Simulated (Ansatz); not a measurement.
`C[BH][GaH][CH3]` + H₂ → `[BH2][GaH][CH3]` + CH₄  (hydrogenolysis of a B–C bond)

Computed with Ansatz on PBE0-D4/def2-TZVP structures; ΔE is electronic, products minus reactants. CCSD(T)/CBS is the MP2 limit (def2-TZVPP, def2-QZVPP) plus CCSD(T) − MP2 in def2-TZVPP, frozen cores. This one scheme is used for every species. Functionals use def2-TZVPP. For Ga outer-core shells are correlated without core-valence functions, which leaves a few kJ/mol of doubt a bond. Scalar relativity is left out up to krypton. Each species was taken in one conformer, which may not be the lowest.

```json
{"species": "`C[BH][GaH][CH3]`", "r2SCAN-D4 energy (Eh)": "-2030.65256"}
{"species": "H₂", "r2SCAN-D4 energy (Eh)": "-1.17130"}
{"species": "`[BH2][GaH][CH3]`", "r2SCAN-D4 energy (Eh)": "-1991.32964"}
{"species": "CH₄", "r2SCAN-D4 energy (Eh)": "-40.50108"}
```

Work out ΔE.

ΔE = (-1991.32964) + (-40.50108) − (-2030.65256) − (-1.17130) = -0.00686 Eh = -18.0 kJ/mol. CCSD(T)/CBS gives -21.7 kJ/mol.

Largest T1 diagnostic among the species: 0.013.

In def2-TZVPP, CCSD(T) changes the Hartree–Fock value by +22.7 kJ/mol (the triples alone add +4.2 kJ/mol) and MP2 by +27.1 kJ/mol. The D4 term adds +6.8 kJ/mol with B3LYP and +3.8 kJ/mol with PBE0; it sums over pairs of atoms, weighted by their polarisabilities, and B3LYP, whose exchange is more repulsive, gets the larger term.

B3LYP here is the variant with VWN-RPA as its local correlation; programs differ in this.
